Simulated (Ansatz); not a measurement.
System: CMoO (charge 0, quintet). The spin state was set by rule; other spins were not relaxed. SMILES: [O+]#[C-]->[Mo]
Structure (B3LYP-D3(BJ)/def2-TZVP (Ansatz, a quantum-chemistry and plane-wave program) minimum search):
```
C
O 1 1.1626
Mo 1 1.9327 2 180.00
```
Charge 0, spin multiplicity 5.

Give the harmonic wavenumbers at B3LYP-D3(BJ)/def2-TZVP (Ansatz, finite differences of forces, unscaled).

344, 359, 488, 1950 cm⁻¹. Zero-point energy 4.5 kcal/mol.

From these and the geometry, give the ideal-gas thermochemistry at 298.15 K and 1 atm (rigid rotor, harmonic oscillator).

Point group C∞v, rotational symmetry number 1. Rotational constants 3.251, 3.251 GHz. S(trans) 40.36, S(rot) 17.00, S(vib) 3.01, S(elec, spin only) 3.20, S 63.6 cal/(mol K). H(298) - H(0) 2.67 kcal/mol; G - E(el) -11.8 kcal/mol.
